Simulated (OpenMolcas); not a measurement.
**Co2+: moving the ligands**

Co2+ with 6 ligands (oxide) in octahedral coordination (Oh) at 2.12 Å. A charge of +1.67 e stands 3.2 Å behind each ligand. Ligand basis ANO-RCC-VDZP.
```
Co    0.0000    0.0000    0.0000
O     2.1200    0.0000    0.0000
O     0.0000    2.1200    0.0000
O    -2.1200    0.0000    0.0000
O     0.0000   -2.1200    0.0000
O     0.0000    0.0000    2.1200
O     0.0000    0.0000   -2.1200
```

| Item | Value |
| --- | --- |
| Program | OpenMolcas 26.06 |
| Method | SS-CASPT2, IPEA 0.25 Eh, imaginary shift 0.1 Eh (closed shells correlated: 3s 3p and the ligand valence shells) |
| Basis | ANO-RCC-VTZP [6s5p3d2f1g] |
| Scalar Hamiltonian | DKH2, point nucleus |
| Active space | 7 electrons in 5 orbitals (3d) |
| State averaging | 2S+1 = 4 even, 10 roots; 2S+1 = 2 even, 40 roots |
| Spin-orbit coupling | state interaction with AMFI integrals over the reference wave functions |

Runs around this geometry, states (labels of O, the rotations of Oh). Energies in cm-1 above the lowest state or level, χT in cm3 K/mol; under a threefold ground state the first gap can be a small split of the lowest multiplet, not the spin-orbit step.

| R (Å) | Ground state | First state of that spin | First gap with spin-orbit (degeneracies) | χT at 300 K | First state of another spin |
| --- | --- | --- | --- | --- | --- |
| 2.04 | 4T1 | 4T2 5750 | 360 (2, 4) | 3.603 | 2E 11750 |
| 2.12 | 4T1 | 4T2 5230 | 360 (2, 4) | 3.662 | 2E 13380 |
| 2.21 | 4T1 | 4T2 4570 | 360 (2, 4) | 3.735 | 2E 14610 |

Taking the first state of the same spin as R^-n, n = -ln(4570 / 5750) / ln(2.21 / 2.04) = 2.9 between the shortest and longest distance.

Roots that are degenerate in the reference are averaged as groups; the widest CASPT2 spread within a group is 370 cm-1 (the 2-fold group of multiplicity 2 near 24400 cm-1 above the lowest state of its run, R = 2.04). Shifts and gaps below about the spread of the groups concerned are not significant. Over all roots computed the reference weight is 0.45 to 0.50 in R = 2.04, 0.47 to 0.50 in R = 2.12, 0.47 to 0.50 in R = 2.21; the roots of lowest weight are the least certain, and an intruder state may touch them. An orbital triplet at a regular site is open to Jahn-Teller coupling, which can distort the site and quench the lowest spin-orbit gaps and is left out. The oxide ions are held by bare point charges, a crude embedding. A single d shell leaves out the double-shell effect, which counts most for late 3d ions, where the CASPT2 field can be off either way by tens of per cent. Ligand-to-metal charge-transfer states are missing. With oxide or sulfide held by bare charges the field of late divalent 3d ions can come out several times too small, and g and χT far too large. These CASPT2 states fit no ligand-field parameters well, so their order and spin gaps are uncertain. For late 3d ions with one d shell CASPT2 can put B and the spin-flip bands somewhat low as well as high. With one d shell and no ligand orbital active, 10Dq can be off by tens of per cent for divalent 3d ions, low with halides held by bare charges and at times high in hosts. Free-ion shares, where given, are those of the reference states; single-state CASPT2 does not remix them. No measured value stands beside these numbers; the geometry was imposed, not optimised, and the real ion may take another.
